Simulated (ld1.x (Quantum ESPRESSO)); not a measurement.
## Before and after: TM potential for tin

ld1.x (Quantum ESPRESSO) 7.5 input, shortened:

```
&input
   title='Sn', zed=50., rel=1, dft='PW91', iswitch=3,
   config='[Kr] 4d10 5s1.5 5p2.5 5d-2'
 /
 &inputp
   pseudotype=2, tm=.true., lloc=1,
   nlcc=.true.
 /
3
5S  1  0   1.50   0.00  1.65  1.65  0.0
5D  3  2  -2.00   0.10  2.10  2.10  0.0
5P  2  1   2.50   0.00  2.40  2.40  0.0
 &test
   configts(1)='5s1.5 5p2.5'
 /
```

All-electron outer shells of the reference configuration (PW91, scalar-relativistic, ld1.x):

| shell | level (eV) | outermost node (bohr) | outermost maximum (bohr) |
| --- | --- | --- | --- |
| 4p | -90.51 | 0.41 | 0.79 |
| 4d | -26.63 | 0.39 | 0.88 |
| 5s | -11.07 | 0.98 | 2.01 |
| 5p | -4.06 | 1.09 | 2.52 |

Change: reference 5s2 5p2.

Cutoffs: the cutoffs (Ry, on a coarse ladder) from which the occupation-weighted sum of valence levels, in a spherical-Bessel basis at the reference potential, stays within 10 and 1 mRy of its value at 400 Ry; they do not see the model core or the augmentation charge, which bear on the density cutoff. Errors are all-electron minus pseudo energies relative to the spin-unpolarised reference configuration.

Question: What does the change do?

Answer: The potential gets harder (25 Ry and 55 Ry → 30 Ry and 60 Ry); both files keep a bound ghost (d).

```csv
quantity,base,changed
"cutoff, loose",25 Ry,30 Ry
"cutoff, tight",55 Ry,60 Ry
loose cutoff by channel (10 mRy a level),"s 21 Ry, p 8 Ry","s 21 Ry, p 6 Ry"
bound ghosts,d,d
"largest error over its own tests, meV",-258,-322
s: phases at 2.60 bohr within 0.05 rad from the reference energy up to (Ry; the scan ends near 5),1.5,1.5
p: phases at 2.60 bohr within 0.05 rad from the reference energy up to (Ry; the scan ends near 5),3.3,3.3
d: phases at 2.60 bohr within 0.05 rad from the reference energy up to (Ry; the scan ends near 5),1.0,1.0
```

 A true bound ghost makes a file unfit for plane-wave use even where its test errors are small: the radial tests pick states by their node count and pass the ghost by.
